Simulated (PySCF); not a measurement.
AlAsFH₃O, SMILES [F][Al]([AsH2])[OH].

The structure is a stationary point at PBE-D3(BJ)/def2-SVP. The structure was generated by enumeration; whether it is a known compound was not checked. Other conformers were not sampled.

All values below come from PBE-D3(BJ)/def2-SVP (PySCF 2.14.0).

Frequencies are harmonic and unscaled.

Computed vibrational spectrum:
| mode | ν (cm⁻¹) | IR (km/mol) | moving atoms (share of kinetic energy) |
|---|---|---|---|
| 1 | 66 | 1.4 | H 89 % |
| 2 | 127 | 0.5 | F 32 %, O 29 %, Al 21 %, H 11 % |
| 3 | 186 | 20.2 | F 32 %, O 28 %, As 23 %, Al 10 % |
| 4 | 198 | 17.7 | Al 52 %, F 17 %, H 14 %, O 13 % |
| 5 | 333 | 36.4 | Al 45 %, As 18 %, F 15 %, O 11 %, H 11 % |
| 6 | 352 | 143.4 | H 86 %, O 11 % |
| 7 | 508 | 4.2 | H 88 % |
| 8 | 555 | 36.4 | H 90 % |
| 9 | 581 | 84.4 | H 76 %, O 17 % |
| 10 | 785 | 139.1 | Al 36 %, F 34 %, O 20 %, H 9 % |
| 11 | 904 | 84.3 | Al 50 %, O 28 %, F 19 % |
| 12 | 953 | 15.7 | H 99 % |
| 13 | 2119 | 54.2 | H 99 % |
| 14 | 2137 | 66.9 | H 99 % |
| 15 | 3799 | 77.0 | H 94 % |
